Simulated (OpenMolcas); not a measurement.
**Ar2+, Kr2+, Xe2+: ns² np⁴ down the group**

* Program: OpenMolcas
* Method: CASSCF
* Basis: ANO-R3
* Scalar Hamiltonian: X2C, finite nucleus
* Spin-orbit coupling: RASSI with atomic mean-field integrals over the reference wave functions, term energies averaged over their components

Active space for each ion: 4 electrons in 3 orbitals (p).

Computed levels in cm-1 above ³P₂:

```tsv
Level	Ar2+	Kr2+	Xe2+
³P₁	1041	4113	8605
³P₀	1495	5140	8443
¹D₂	17032	17126	18789
¹S₀	41752	39222	39471
weight of ³P in the lowest level (%)	100	98	92
```

Measured, with the error of the calculation in %. Measured levels: Ar2+ from Saloman, J. Phys. Chem. Ref. Data 39, 033101 (2010); Kr2+ from Saloman, J. Phys. Chem. Ref. Data 36, 215 (2007); Xe2+ from Saloman, J. Phys. Chem. Ref. Data 33, 765 (2004).

| Level | Ar2+ | Kr2+ | Xe2+ |
| --- | --- | --- | --- |
| ³P₁ | 1112 (-6.4) | 4548 (-9.6) | 9794 (-12.1) |
| ³P₀ | 1570 (-4.8) | 5313 (-3.3) | 8130 (+3.8) |
| ¹D₂ | 14010 (+21.6) | 14644 (+16.9) | 17099 (+9.9) |
| ¹S₀ | 33266 (+25.5) | 33080 (+18.6) | 36103 (+9.3) |

The fine-structure level ³P₀ changes by a factor of 5.65 from Ar2+ to Xe2+.

Without spin-orbit coupling ¹D lies 16466, 14454, 12281 cm-1 above ³P in that order; the difference to the level ¹D₂, of either sign, comes from spin-orbit coupling, which also lowers the zero.

Terms from blocks run as CI alone lack orbitals of their own. With the s shell closed, the reference lacks s² → p² mixing. Computed and measured levels are paired by configuration, term and J; levels that our copy of the source lacks, or whose pairing is in doubt (as where it misses far off the trend of its configuration), stay unpaired and out of the deviations. Only configurations of the active space appear.
